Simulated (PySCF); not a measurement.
# Electron correlation in Pd (palladium, neutral)

[Kr] 4d10, closed-shell 1S. Computed with PySCF 2.14 in aug-cc-pVTZ-PP with ECP28MDF, with scalar relativity through the core potential. Frozen: 4s2 4p6; 10 electrons correlated.

```csv
level,correlation energy (mhartree)
CCSD,-347.52
(T),-18.94
CCSD(T),-366.46
```

Diagnostics: T1 = 0.0067, D1 = 0.0095, largest double amplitude 0.019.

Cost of the coupled-cluster step: of the order of 12 core-seconds, for 10 correlated electrons.

Iterations:

```
CC2 = 0
CCSD nocc = 5, nmo = 84
frozen orbitals [0, 1, 2, 3]
max_cycle = 100
direct = 0
conv_tol = 1e-08
conv_tol_normt = 1e-06
diis_space = 8
diis_start_cycle = 0
Init t2, MP2 energy = -126.992533831443  E_corr(MP2) -0.38351713853408
Init E_corr(CCSD) = -0.383517138538416
cycle = 1  E_corr(CCSD) = -0.339450858304591  dE = 0.0440662802  norm(t1,t2) = 0.045352
cycle = 2  E_corr(CCSD) = -0.349240422851723  dE = -0.00978956455  norm(t1,t2) = 0.0238456
cycle = 3  E_corr(CCSD) = -0.347631430693366  dE = 0.00160899216  norm(t1,t2) = 0.0133649
cycle = 4  E_corr(CCSD) = -0.347429006687176  dE = 0.000202424006  norm(t1,t2) = 0.00108988
cycle = 5  E_corr(CCSD) = -0.347489677768011  dE = -6.06710808e-05  norm(t1,t2) = 0.000548969
cycle = 6  E_corr(CCSD) = -0.34753077047033  dE = -4.10927023e-05  norm(t1,t2) = 0.000134717
cycle = 7  E_corr(CCSD) = -0.347526356152169  dE = 4.41431816e-06  norm(t1,t2) = 4.80635e-05
cycle = 8  E_corr(CCSD) = -0.347521142464938  dE = 5.21368723e-06  norm(t1,t2) = 1.72234e-05
cycle = 9  E_corr(CCSD) = -0.347520950081797  dE = 1.92383141e-07  norm(t1,t2) = 2.87461e-06
cycle = 10  E_corr(CCSD) = -0.347521189614849  dE = -2.39533053e-07  norm(t1,t2) = 1.24464e-06
cycle = 11  E_corr(CCSD) = -0.3475211520959  dE = 3.75189489e-08  norm(t1,t2) = 3.65466e-07
cycle = 12  E_corr(CCSD) = -0.34752116177885  dE = -9.6829495e-09  norm(t1,t2) = 1.14293e-07
CCSD converged
E(CCSD) = -126.9565378546875  E_corr = -0.3475211617788497
CCSD(T) correction = -0.018938976588266
```
